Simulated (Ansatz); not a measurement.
# Scan of the Zn2–Cl3 bond length

ZnClF (SMILES [F][Zn][Cl]), singlet, at its PBE0-D4/def2-TZVP minimum:

F1  (-1.497, 0.788, -0.740)
Zn2  (-0.093, 0.027, -0.049)
Cl3  (1.579, -0.880, 0.775)
(Å)

The bond length Zn2–Cl3 (2.073 Å at the minimum) is set to the values below, with the rest relaxed at PBE0-D4/def2-TZVP at each step. Each method's energies count from its own value at the PBE0-D4 minimum structure. Ansatz 0.2.0; basis: def2-TZVPP; cores frozen in the correlated methods. Filled d shells of the heavier atoms are correlated. B3LYP uses VWN-RPA correlation.

```tsv
bond length (Å)	CCSD(T) (kJ/mol)	PBE-D4 (kJ/mol)	HF (kJ/mol)
1.824	80.0	75.0	100.1
1.897	36.7	33.8	49.4
2.002	5.9	5.1	10.2
2.126	?	1.6	-1.4
2.262	19.5	19.9	12.1
2.410	?	53.4	44.1
2.566	98.6	95.0	87.3
2.731	?	140.3	136.8
2.902	196.6	184.5	187.9
```

Problem. Fill in the withheld CCSD(T) values. (An estimate is asked for; the value comes from the calculation.)

Solution. The calculation gives: 1.2 kJ/mol at 2.126 Å; 54.4 kJ/mol at 2.410 Å; 147.5 kJ/mol at 2.731 Å. These count from the CCSD(T) energy at the PBE0-D4 minimum.

Minimum and curvature along this coordinate at CCSD(T): A fifth-order fit through the nearest points gives 2.084 Å, with a curvature of about 16 eV/Å².

Largest difference from the CCSD(T) curve over the scan: r2SCAN-D4 11.0; PBE0-D4 5.9; B3LYP-D4 10.4; wB97M-V 9.6 kJ/mol. Each curve counts from its own value at the minimum.

The T1 diagnostic stays at or below 0.019. This choice of frozen cores biases the correlated bond energies of the heavy atoms.

For scale, one of the runs: CCSD(T)/def2-TZVPP, 137 basis functions (an equivalent command: `ansatz run in.yaml --threads 2`). The run took 17 s on 2 CPU threads (shared host), with 0.64 GiB of host memory at its peak.
